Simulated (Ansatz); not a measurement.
Program: Ansatz. Geometries: PBE0-D4/def2-TZVP. ΔE: electronic, gas phase. CBS: MP2 limit from def2 TZ/QZ plus the TZ coupled-cluster correction, frozen cores. This one scheme is used for every species. DFT in def2-TZVPP. B3LYP here is the variant with VWN-RPA as its local correlation; programs differ in this. Elements past krypton have def2 core potentials. For In outer-core shells are correlated without core-valence functions, which leaves a few kJ/mol of doubt a bond. Each species was taken in one conformer, which may not be the lowest.

`FC([SiH3])Cl` + `[OH][In]([SH])[O][SiH3]` → `[SiH3][O][In]([SH])[O][SiH3]` + `FCCl`  (ligand exchange at the Si–C bond)

Problem. Is it downhill or uphill in electronic energy at CCSD(T)/CBS, and by how much? (Estimate.)

Solution. The calculation gave: Downhill: ΔE = -29.4 kcal/mol.

Problem. What do these levels give: B3LYP-D4, PBE, r2SCAN, PBE0, HF/def2-TZVPP, MP2/CBS(def2)? (An estimate is asked.)

Solution. The calculation gave: B3LYP-D4 -29.0, PBE -24.1, r2SCAN -27.8, PBE0 -26.9, HF/def2-TZVPP -36.1, MP2/CBS(def2) -29.9 kcal/mol.

Largest T1 diagnostic among the species: 0.016.

From PBE to PBE0 (25 % exact exchange), in def2-TZVPP and without D4, ΔE moves by −2.8 kcal/mol. In def2-TZVPP, CCSD(T) changes the Hartree–Fock value by +6.1 kcal/mol (the triples alone add +0.9 kcal/mol) and MP2 by +5.5 kcal/mol.
